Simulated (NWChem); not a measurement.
Everything below was run with NWChem. System: CH5AlO, charge 0, spin multiplicity 1, at a geometry optimised with B3LYP/def2-SVP. The structure started from a generated list of species. Level: B3LYP/6-31G* (spherical d), VWN1-RPA local correlation.

The NWChem input:

```
start mol
memory heap 200 mb stack 900 mb global 1100 mb
geometry units angstroms nocenter noautoz
  Al    -1.032916    -0.653005     0.000000
  H     -1.203369    -2.220032     0.000000
  H     -2.233340     0.382098     0.000000
  O      0.568238    -0.083185     0.000000
  C      1.295313     1.108859     0.000000
  H      0.649461     2.008881     0.000000
  H      1.948688     1.165221     0.889949
  H      1.948688     1.165221    -0.889949
  symmetry group Cs
end
basis spherical
  * library 6-31g*
end
dft
  xc b3lyp
  semidirect memsize 60000000 filesize 0
  iterations 100
end
task dft energy
```

NWChem printed:

```
             Northwest Computational Chemistry Package (NWChem) 7.3.0
             --------------------------------------------------------

                                NWChem Input Module
                                -------------------

 Scaling coordinates for geometry "geometry" by  1.889725989
 (inverse scale =  0.529177249)

 Turning off AUTOSYM since
 SYMMETRY directive was detected!

                             Geometry "geometry" -> ""
                             -------------------------

 Output coordinates in angstroms (scale by  1.889725989 to convert to a.u.)

  No.       Tag          Charge          X              Y              Z
 ---- ---------------- ---------- -------------- -------------- --------------
    1 Al                  13.0000    -1.03291600    -0.65300500     0.00000000
    2 H                    1.0000    -1.20336900    -2.22003200     0.00000000
    3 H                    1.0000    -2.23334000     0.38209800     0.00000000
    4 O                    8.0000     0.56823800    -0.08318500     0.00000000
    5 C                    6.0000     1.29531300     1.10885900     0.00000000
    6 H                    1.0000     0.64946100     2.00888100     0.00000000
    7 H                    1.0000     1.94868800     1.16522100     0.88994900
    8 H                    1.0000     1.94868800     1.16522100    -0.88994900

 Effective nuclear repulsion energy (a.u.)     100.6351406683

            Nuclear Dipole moment (a.u.)
            ----------------------------
        X                 Y               Z
 ---------------- ---------------- ----------------
     0.0000037795    -0.0000037795     0.0000000000

      Symmetry information
      --------------------

 Group name             Cs
 Group number              2
 Group order               2
 No. of unique centers     7

      Symmetry unique atoms

     1    2    3    4    5    6    7


 Summary of "ao basis" -> "" (spherical)
 ------------------------------------------------------------------------------
       Tag                 Description            Shells   Functions and Types
[...]
 Vector   16  Occ=2.000000D+00  E=-2.768458D-01  Symmetry=a'
              MO Center= -5.5D-02,  8.6D-02,  2.0D-14, r^2= 3.2D+00
   Bfn.  Coefficient  Atom+Function         Bfn.  Coefficient  Atom+Function
  ----- ------------  ---------------      ----- ------------  ---------------
    25      0.364578  4 O  px                26     -0.318191  4 O  py
    29      0.258929  4 O  px                22      0.247882  3 H  s
    30     -0.246525  4 O  py                52      0.200858  6 H  s
    20     -0.171362  2 H  s                 21      0.165892  3 H  s
    51      0.150196  6 H  s                  7     -0.144668  1 Al px

 Vector   17  Occ=0.000000D+00  E=-3.812570D-02  Symmetry=a"
              MO Center= -1.0D+00, -6.5D-01, -9.4D-16, r^2= 4.3D+00
   Bfn.  Coefficient  Atom+Function         Bfn.  Coefficient  Atom+Function
  ----- ------------  ---------------      ----- ------------  ---------------
    13      0.650764  1 Al pz                 9      0.465649  1 Al pz
    31     -0.216201  4 O  pz                27     -0.210151  4 O  pz
     5     -0.168594  1 Al pz                54      0.079769  7 H  s
    56     -0.079769  8 H  s                 45     -0.061006  5 C  pz
    17      0.051363  1 Al d  1

 Vector   18  Occ=0.000000D+00  E= 2.186034D-02  Symmetry=a'
              MO Center= -4.3D-01, -2.9D-01,  1.7D-14, r^2= 5.1D+00
   Bfn.  Coefficient  Atom+Function         Bfn.  Coefficient  Atom+Function
  ----- ------------  ---------------      ----- ------------  ---------------
    10      0.872341  1 Al s                 11      0.670243  1 Al px
    28     -0.570276  4 O  s                 42     -0.375085  5 C  s
    12      0.371190  1 Al py                22     -0.327737  3 H  s
    20     -0.217926  2 H  s                 44     -0.168766  5 C  py
     6      0.158655  1 Al s                 24     -0.143859  4 O  s

 Vector   19  Occ=0.000000D+00  E= 5.961434D-02  Symmetry=a'
              MO Center= -2.1D+00, -1.1D+00, -3.2D-14, r^2= 4.2D+00
   Bfn.  Coefficient  Atom+Function         Bfn.  Coefficient  Atom+Function
  ----- ------------  ---------------      ----- ------------  ---------------
    10      1.124466  1 Al s                 20     -0.864202  2 H  s
    11     -0.798222  1 Al px                22     -0.795846  3 H  s
    12     -0.378914  1 Al py                42      0.279746  5 C  s
     7     -0.173212  1 Al px                19     -0.155491  2 H  s
    21     -0.144070  3 H  s                  6      0.139001  1 Al s

 center of mass
 --------------
 x =  -0.06669562 y =  -0.09831414 z =   0.00000000

 moments of inertia (a.u.)
 ------------------
         141.853310707863        -151.030066490613           0.000000000000
        -151.030066490613         250.592074910028           0.000000000000
           0.000000000000           0.000000000000         381.043595853024

     Multipole analysis of the density
     ---------------------------------

     L   x y z        total         alpha         beta         nuclear
     -   - - -        -----         -----         ----         -------
     0   0 0 0     -0.000000    -16.000000    -16.000000     32.000000

     1   1 0 0      0.045661      0.022828      0.022828      0.000004
     1   0 1 0      0.381457      0.190730      0.190730     -0.000004
     1   0 0 1     -0.000000     -0.000000     -0.000000      0.000000

     2   2 0 0    -20.325182    -83.320388    -83.320388    146.315593
     2   1 1 0      1.495281    -43.305748    -43.305748     88.106777
     2   1 0 1      0.000000      0.000000      0.000000      0.000000
     2   0 2 0    -20.735389    -54.652094    -54.652094     88.568799
     2   0 1 1     -0.000000     -0.000000     -0.000000      0.000000
     2   0 0 2    -17.384578    -11.520605    -11.520605      5.656632

 Task  times  cpu:        3.0s     wall:        3.0s

 Total times  cpu:        3.0s     wall:        3.0s
```
